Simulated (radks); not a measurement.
Problem. The mean radii <r> (bohr) of the occupied orbitals of an atom or ion are listed with their occupations. All-electron calculation, non-relativistic Kohn-Sham, LDA (Slater exchange, VWN5 correlation), spin-polarised, spherical densities, point nucleus. Program: a radial shooting solver on a logarithmic mesh with Libxc functionals.

| orbital | occ. | <r> |
|---|---|---|
| 1s | 2 | 0.9592 |

Name the element and its charge. Open shells, if any, are filled with parallel spins first.

Solution. Z = 2, helium, charge 0: He in [He]. The 1s radius gives Z: for a bare nucleus <r> = 1.5/Z, 0.75 bohr for Z = 2, and screening makes it slightly larger (0.9592 here). The occupations add up to 2, and the charge is Z minus that.
